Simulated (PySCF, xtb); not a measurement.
Mo(O)(S)(Cl)(SH) (ClHMoOS₂), SMILES [O]=[Mo](=[S])([SH])[Cl], multiplicity 1. The values are those of a single conformer.

Harmonic wavenumbers (cm⁻¹) from GFN2-xTB run with xtb at its own minimum, in rising order: 99, 123, 130, 155, 188, 246, 316, 357, 518, 538, 926, 2321.

Problem. What does B3LYP-D3(BJ)/def2-SVP (PySCF) give at its own minimum? (Estimate from the structure and the level; the computed values follow.)

Solution. 119, 146, 149, 199, 262, 310, 395, 422, 568, 616, 1039, 2657. Paired by order, the mean absolute difference is 80 cm⁻¹ and the zero-point energies are 8.5 and 9.8 kcal/mol.
